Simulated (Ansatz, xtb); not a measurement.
# Cl2H4SiSn: where a starting geometry ends

The starting geometry of this gas-phase singlet has its atoms placed at random.

```yaml
atoms:
  - { symbol: Cl, position_ang: [0.1608, 2.1039, 1.1034] }
  - { symbol: Cl, position_ang: [0.9742, -0.4227, -1.3831] }
  - { symbol: Si, position_ang: [0.6175, -0.8786, 0.7723] }
  - { symbol: Sn, position_ang: [-1.5196, -0.3267, -0.3523] }
  - { symbol: H, position_ang: [-0.5280, -1.6583, -0.2830] }
  - { symbol: H, position_ang: [2.0604, -0.7442, 1.0125] }
  - { symbol: H, position_ang: [1.1905, 0.0267, 1.6723] }
  - { symbol: H, position_ang: [-1.0259, 0.4381, 1.5129] }
```

**Question.** Guess where an optimisation with r2SCAN-D4/def2-SVP ends from this start.

**Answer.** It ends as a structure with Cl2 bridging Si3 and Sn4, given below by its coordinates. Distances that change by over a tenth: Si3–H5 (1.74 → 1.48 Å), Sn4–H8 (2.08 → 1.80 Å). Contacts that open: Si3–Sn4 (2.48 → 3.80 Å), Sn4–H5 (1.66 → 4.16 Å). Contacts that close: Cl1–Sn4 (3.29 → 2.42 Å).

The energy falls by 8.02 eV over 22 steps:

| step | E − E(last) (eV) |
| --- | --- |
| 1 | 8.022 |
| 3 | 5.069 |
| 6 | 3.264 |
| 8 | 1.864 |
| 10 | 0.696 |
| 13 | 0.095 |
| 15 | 0.053 |
| 17 | 0.028 |
| 20 | 0.002 |
| 22 | 0.000 |

Final geometry (Å):

```yaml
atoms:
  - { symbol: Cl, position_ang: [-0.3133, 2.6305, 0.8625] }
  - { symbol: Cl, position_ang: [0.6424, -0.3666, -1.2122] }
  - { symbol: Si, position_ang: [1.1489, -1.0675, 0.7289] }
  - { symbol: Sn, position_ang: [-1.7136, 1.1419, -0.4378] }
  - { symbol: H, position_ang: [0.2557, -2.2138, 1.0262] }
  - { symbol: H, position_ang: [2.5619, -1.5144, 0.6013] }
  - { symbol: H, position_ang: [1.0022, 0.0712, 1.6633] }
  - { symbol: H, position_ang: [-1.6542, -0.1431, 0.8228] }
```

From the same start GFN2-xTB reaches the same bonding as this run.

From so rough a start the end depends on the optimiser's path, so another program may land elsewhere. The end wasn't checked by frequencies. Atoms past krypton carry core potentials, without spin–orbit terms. Run with Ansatz 0.2.0, 3.7 min on 1 thread of AMD EPYC (Zen 3), with other jobs on the host.
